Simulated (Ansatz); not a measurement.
Species: C4H10O, net charge 0, singlet state. SMILES: COC(C)C
Geometry from a B3LYP-D3(BJ)/def2-TZVP (Ansatz, a program for electronic structure) optimisation:
```xyz
15

C     -0.1469     1.5674     0.1858
C     -0.4585     0.0755     0.2483
C     -1.7711    -0.2620    -0.4354
O      0.5451    -0.7063    -0.3968
C      1.7693    -0.7879     0.2970
H      0.7860     1.8099     0.6955
H     -0.9432     2.1408     0.6641
H     -0.0656     1.8890    -0.8545
H     -0.5108    -0.2339     1.3034
H     -1.7280     0.0185    -1.4896
H     -1.9690    -1.3321    -0.3733
H     -2.5977     0.2754     0.0320
H      2.3021     0.1694     0.3228
H      2.3875    -1.5139    -0.2296
H      1.6207    -1.1310     1.3296
```
Charge 0, spin multiplicity 1.

Quantity: atomisation energy (electronic, to ground-state atoms), in eV. Cores are frozen in the correlated levels unless marked. Open shells are spin-unrestricted. Spin-orbit coupling is left out. Non-relativistic unless marked X2C. The coupled-cluster limit lacks core correlation, which all-electron functionals hold. Basis-set limits of correlation are two-point, X^-3; Hartree-Fock from the larger set.

```
level                                program  atomisation energy (eV)
----------------------------  --------------  -----------------------
SVWN5/def2-TZVPD                      Ansatz                    68.70
revPBE-D4/def2-TZVPD          Ansatz + dftd4                    60.06
CCSD/cc-pVTZ                          Ansatz                    58.32
X2C-CCSD(T)/cc-pVTZ-DK                Ansatz               (withheld)
CCSD(T)/CBS(cc-pVTZ,cc-pVQZ)          Ansatz               (withheld)
```

Task: Fill in the missing entries.

Result: 
- X2C-CCSD(T)/cc-pVTZ-DK, atomisation energy (eV): 59.01
- CCSD(T)/CBS(cc-pVTZ,cc-pVQZ), atomisation energy (eV): 60.32
